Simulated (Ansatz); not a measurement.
Geometry optimisation, RHF/def2-SVP in Ansatz 0.2.0.

Input:

```yaml
crystal:
  periodic: [false, false, false]
  atoms:
    - { symbol: Si, position_ang: [-0.32988, -1.110223, -0.196916] }
    - { symbol: "N", position_ang: [1.311777, 1.181851, 1.193007] }
    - { symbol: H, position_ang: [0.486337, -1.429453, 0.988861] }
    - { symbol: H, position_ang: [-0.951403, -2.400825, -0.597659] }
    - { symbol: C, position_ang: [-1.756774, 0.08726, 0.132899] }
    - { symbol: H, position_ang: [1.187472, 1.190414, 0.193195] }
    - { symbol: As, position_ang: [0.907571, -0.458739, -2.060736] }
    - { symbol: H, position_ang: [0.42387, 1.146719, 1.653953] }
    - { symbol: H, position_ang: [1.843644, 0.372095, 1.44796] }
    - { symbol: H, position_ang: [-2.435722, 0.073164, -0.723684] }
    - { symbol: H, position_ang: [-2.325455, -0.231155, 1.008156] }
    - { symbol: H, position_ang: [-1.437178, 1.118289, 0.28433] }
    - { symbol: H, position_ang: [0.790977, 1.031975, -1.867161] }
    - { symbol: H, position_ang: [2.284763, -0.571371, -1.456206] }
basis:
  gaussian: { orbitals: def2-SVP }
hamiltonian:
  xc: hf
relax:
  f_tol: 0.03
  max_steps: 50
```

Launched with:

```bash
$ ansatz run input.yaml --threads 2 --pin off --max-ram 3072MiB --backend cpu --events-out ev --progress --plain --runs-dir out
```

Task: Where does it end, and by what steps?

Result: It converged. After 24 steps the energy has fallen by 0.393 eV; H14 moved furthest, 1.37 Å.

| step | energy less start (eV) | largest force component (eV/Å) | accepted |
| --- | --- | --- | --- |
| 0 | 0.0000 | 0.915 | yes |
| 1 | -0.1969 | 0.237 | yes |
| 2 | -0.2788 | 0.222 | yes |
| 3 | -0.3165 | 0.335 | yes |
| 4 | -0.3311 | 0.222 | yes |
| 5 | -0.3482 | 0.118 | yes |
| 6 | -0.3609 | 0.155 | yes |
| 7 | -0.3438 | 0.704 | no |
| 8 | -0.3677 | 0.113 | yes |
| 9 | -0.3724 | 0.185 | yes |
| 10 | -0.3718 | 0.346 | no |
| 11 | -0.3780 | 0.096 | yes |
| 12 | -0.3815 | 0.059 | yes |
| 13 | -0.3828 | 0.193 | yes |
| 14 | -0.3858 | 0.183 | yes |
| 15 | -0.3874 | 0.090 | yes |
| 16 | -0.3885 | 0.036 | yes |
| 17 | -0.3893 | 0.108 | yes |
| 18 | -0.3898 | 0.099 | yes |
| 19 | -0.3907 | 0.059 | yes |
| 20 | -0.3915 | 0.107 | yes |
| 21 | -0.3918 | 0.147 | yes |
| 22 | -0.3922 | 0.174 | yes |
| 23 | -0.3931 | 0.084 | yes |
| 24 | -0.3933 | 0.029 | yes |

```xyz
14
Properties=species:S:1:pos:R:3
Si -0.508 -1.329 -0.454
N 1.528 1.762 1.736
H 0.409 -1.614 0.676
H -1.143 -2.604 -0.867
C -1.816 -0.071 0.066
H 1.287 2.333 0.944
As 0.680 -0.501 -2.356
H 0.678 1.549 2.230
H 1.904 0.898 1.387
H -2.493 0.155 -0.761
H -2.412 -0.455 0.897
H -1.348 0.862 0.388
H 1.452 0.544 -1.585
H 1.782 -1.531 -2.302
```

Run time: 70 s on 2 threads of Arm Neoverse V1, on a shared host, peak memory 0.31 GiB.
